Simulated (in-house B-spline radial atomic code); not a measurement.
## wB97X excitations of Au II (Au+)

Method: wB97X. Computed with an all-electron radial atomic-structure program (B-spline basis): linear response of the closed shell [Xe] 4f14 5d10 with the functional's adiabatic kernel; scalar-relativistic (spin-free one-electron X2C), finite nucleus, no spin-orbit coupling, no double excitations, S, P, D and F terms only; shells from n = 3 respond. Only terms of natural parity with L up to 3 were computed.

Spin-orbit coupling is strong here, so these LS terms don't match observed levels.

Command:
```bash
python run_td.py task.json out
```
Settings (radii: box in bohr, nucleus in fm):
```
Z                        79
electrons                78
configuration            [Xe] 4f14 5d10
hamiltonian              x2c
method                   wb97x
box_radius               41.61
rms_radius               5.4371
intervals                74
```

Cost of the run: 20 s on 1 thread of Arm Neoverse N1, on a shared host.

The lowest states, in the order of their Tamm-Dancoff energies; the method's threshold (minus the highest occupied level) is 19.333 eV. Labels give the largest channel, * marks a mixed state, and oscillator strengths are full-response dipole values. Semilocal kernels can invert the small singlet-triplet splittings of Rydberg terms. Energies in eV:

```csv
state,full response,Tamm-Dancoff,oscillator strength
5d → 6s 3D,2.190,2.227,-
5d → 6s 1D,2.926,3.004,-
5d → 6p 3P,?,?,-
5d → 6p 3F,8.952,8.967,-
5d → 6p 1F,8.997,9.007,-
5d → 6p 1P,?,?,?
5d → 7s 3D,13.029,13.035,-
5d → 7s 1D,13.198,13.204,-
5d → 6d 3S,13.928,13.940,-
5d → 6d 3D,14.295,14.299,-
5d → 6d 1D,14.404,14.409,-
5d → 7p 3P,14.411,14.416,-
5d → 7p 3F,14.490,14.493,-
5d → 7p 1F,14.595,14.596,-
5d → 7p 1P,14.687,14.705,0.044
5d → 6d 1S,14.823,14.882,-
```

(1) Where does 5d → 6p 1P lie?

(2) Where does 5d → 6p 3P lie?

(3) How large is the singlet-triplet splitting of 5d → 6s (D terms) in Tamm-Dancoff?

(4) What polarisabilities and dispersion coefficient does the method give?

Results:

(1) At 9.688 eV in full response, 9.808 eV in Tamm-Dancoff, oscillator strength 0.72.

(2) At 8.860 eV in full response, 8.880 eV in Tamm-Dancoff.

(3) 0.777 eV, from the unrounded values.

(4) Dipole 13.82 bohr³, quadrupole 125 bohr⁵, C6 103 hartree·bohr⁶ for two such species.
